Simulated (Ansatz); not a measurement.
Relaxation of AlCl2FH2O (7 atoms, charge 0, multiplicity 1), to a largest force component of 0.03 eV/Å in at most 50 steps.

The calculation used Ansatz, RKS B3LYP-D4/def2-SVP.

```xyz
7
Properties=species:S:1:pos:R:3
Al -0.031 0.474 -0.479
Cl -0.133 0.069 2.918
O 1.508 -0.134 -0.800
H 1.709 -0.960 -1.248
Cl -1.821 -0.349 -1.166
F -0.107 1.938 0.341
H -0.108 1.280 2.354
```

**Question.** Where does it end, and by what steps?

**Answer.** It converged. After 7 steps the energy has fallen by 0.175 eV; Cl2 moved furthest, 0.58 Å. Joined: Al1–Cl2 (3.42 → 2.61 Å).

```
step  energy less start (eV)  largest force component (eV/Å)  accepted
   0                  0.0000                           0.961       yes
   1                 -0.0754                           0.568       yes
   2                 -0.1356                           0.344       yes
   3                 -0.1663                           0.314       yes
   4                 -0.1651                           0.437        no
   5                 -0.1739                           0.165       yes
   6                 -0.1745                           0.145       yes
   7                 -0.1753                           0.029       yes
```

```xyz
7
Properties=species:S:1:pos:R:3
Al -0.026 0.450 -0.213
Cl -0.133 -0.030 2.348
O 1.500 -0.123 -0.661
H 1.680 -0.926 -1.158
Cl -1.821 -0.357 -0.940
F -0.073 2.037 0.353
H -0.110 1.269 2.193
```

Whether the end is a true minimum wasn't checked by a vibrational analysis.

Time of the run: 20 s on 2 threads of Arm Neoverse V1, on a shared host, peak memory 0.19 GiB.
